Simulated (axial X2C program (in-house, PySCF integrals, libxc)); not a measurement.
Low determinants of SrSi⁺ at the PBE0 level, without spin–orbit coupling

Calculated with an in-house relativistic program for diatomic molecules. Spin-free means the one-electron spin-free X2C Hamiltonian. Basis: Sr dyall-cv3z [13s12p8d5f1g], Si dyall-v3z [8s7p2d1f] (cores contracted in-house); Gaussian nuclei, density fitting, unrestricted open shells. Masses: Sr 87.906 u, Si 27.977 u.

Search at 2.798 Å (vertical energies from the lowest determinant):

| ΔE (eV) | state | electrons beyond evenly filled partner blocks | electrons in σ, π, δ, φ |
| --- | --- | --- | --- |
| 0.00 | M_S = 3/2, Λ = 0 | σα, π+α, π-α | 25 22 4 0 |
| 0.51 | M_S = 1/2, Λ = 0 | σβ, π+α, π-α | 25 22 4 0 |
| 0.77 | M_S = 1/2, Λ = 1 | π+α | 26 21 4 0 |
| 0.99 | M_S = 1/2, Λ = 2 | σα, π+α, π+β | 25 22 4 0 |
| 0.99 | M_S = 1/2, Λ = 0 | σα, π+β, π-α | 25 22 4 0 |
| 1.86 | M_S = 3/2, Λ = 1 | 2 × σα, π+α | 26 21 4 0 |
| 1.86 | M_S = 1/2, Λ = 1 | π+α, π+β, π-α | 24 23 4 0 |

Lowest determinant, M_S = 3/2, Λ = 0 (beyond evenly filled blocks: σα, π+α, π-α): Re = 2.790 Å, ωe = 277.9 cm⁻¹.

The determinant in row 2 of the search, M_S = 1/2, Λ = 0 (beyond evenly filled blocks: σβ, π+α, π-α), was followed along the bond at PBE0; measured from the minimum of the lowest determinant it gives:

Te = 0.509 eV (4108 cm⁻¹), Re = 2.793 Å, ωe = 267.3 cm⁻¹.

Task: Compare the bond of the determinant in row 2 with that of the lowest one.

Result: At PBE0 its Re is 0.003 Å longer and its force constant, which goes as ωe², is 0.93 times that of the lowest determinant. This determinant mixes spin states, so it has no term energy of its own.

The search compares states at one distance, so a state with another bond length can lie lower; it is not exhaustive and yields mostly the lowest determinant of each block pattern, so other components and higher states of one pattern are missing. These are energies of single determinants, not of spin-adapted states; PBE0 term energies can be off by some tenths of an eV, and the functional has no current term. The lowest determinant need not be the ground state where others lie within half an eV. Row 2 is spin-contaminated (⟨S²⟩ = 1.77 against 0.75), so its values are not those of a pure state.
